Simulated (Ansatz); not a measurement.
Geometry optimisation, Ansatz 0.2.0, RHF/def2-SVP.

The input (input.yaml):

```yaml
crystal:
  periodic: [false, false, false]
  atoms:
    - { symbol: B, position_ang: [0.0, 0.0, 0.0] }
    - { symbol: O, position_ang: [0.0, 0.0, 1.76] }
    - { symbol: H, position_ang: [-0.9095, -0.2814, 2.0971] }
    - { symbol: C, position_ang: [1.3856, 0.0, -0.8] }
    - { symbol: H, position_ang: [1.7152, -1.0462, -0.9702] }
    - { symbol: H, position_ang: [1.2491, 0.508, -1.7774] }
    - { symbol: H, position_ang: [2.1552, 0.5381, -0.2082] }
    - { symbol: O, position_ang: [-1.2211, 0.0, -0.705] }
    - { symbol: H, position_ang: [-1.7308, -0.8467, -0.4965] }
    - { symbol: Br, position_ang: [0.1049, 2.2181, 0.7379] }
    - { symbol: H, position_ang: [0.0529, 1.119, 1.7348] }
basis:
  gaussian: { orbitals: def2-SVP }
hamiltonian:
  xc: hf
relax:
  f_tol: 0.15
  max_steps: 25
  restrain:
    - { distance: [0, 9], at: 3.24, k: 30.0 }
    - { distance: [10, 1], at: 2.21, k: 30.0 }
    - { distance: [0, 1], at: 1.41, k: 30.0 }
    - { distance: [10, 9], at: 1.55, k: 30.0 }
```

Launched with:

```bash
$ ansatz run input.yaml --threads 2 --pin off --max-ram 3072MiB --backend cpu --events-out ev --progress --plain --runs-dir out
```

Q: Where does it end, and by what steps?

A: The run converged. The restraints hold the end off the free minimum. After 9 steps the energy has fallen by 3.683 eV (the restraints' own energy left out); Br10 moved furthest, 0.71 Å. Parted: B1–Br10 (2.34 → 3.25 Å).

```
step  energy less start (eV)  largest force component (eV/Å)  accepted
   0                  0.0000                           6.096       yes
   1                 -1.1940                           2.968       yes
   2                 -2.0809                           2.587       yes
   3                 -2.7980                           2.444       yes
   4                 -3.3842                           1.566       yes
   5                 -3.6054                           1.531       yes
   6                 -3.6384                           1.460       yes
   7                 -3.6366                           1.582       yes
   8                 -3.6795                           1.463       yes
   9                 -3.6826                           1.438       yes
```

```xyz
11
Properties=species:S:1:pos:R:3
B 0.006 -0.270 0.015
O 0.001 -0.406 1.399
H -0.828 -0.646 1.786
C 1.384 -0.074 -0.721
H 1.722 -1.056 -1.070
H 1.289 0.566 -1.598
H 2.159 0.327 -0.066
O -1.131 -0.382 -0.714
H -1.943 -0.479 -0.240
Br -0.153 2.870 0.849
H 0.295 1.760 1.732
```

Time of the run: 18 s on 2 threads of Intel(R) Xeon(R) 6975P-C (Granite Rapids), on a shared host, peak memory 0.3 GiB.
